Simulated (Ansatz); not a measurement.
CrO₂F₂, SMILES [O]=[Cr](=[O])([F])[F], multiplicity 1.

Geometry optimised at B3LYP-D3(BJ)/def2-SVP. The spin state was assumed, not searched. The isomer is the one that the SMILES or the coordinates give; other isomers of the formula were not compared.

Two levels are set side by side: PBE/def2-SVPD (Ansatz, a program for electronic structure) and CAM-B3LYP/def2-SVPD (Ansatz). Energy differences of separate SCF runs at the same geometry. Differences are taken from unrounded values.

```
quantity                            PBE
---------------------------------  ----
vertical singlet–triplet gap (eV)  2.91
```

Problem. These are the PBE values. What does CAM-B3LYP give? (Estimate from the structure and the level; the computed values follow.)

Solution. 
```csv
quantity,CAM-B3LYP,PBE minus CAM-B3LYP
vertical singlet–triplet gap (eV),1.98,0.93
```
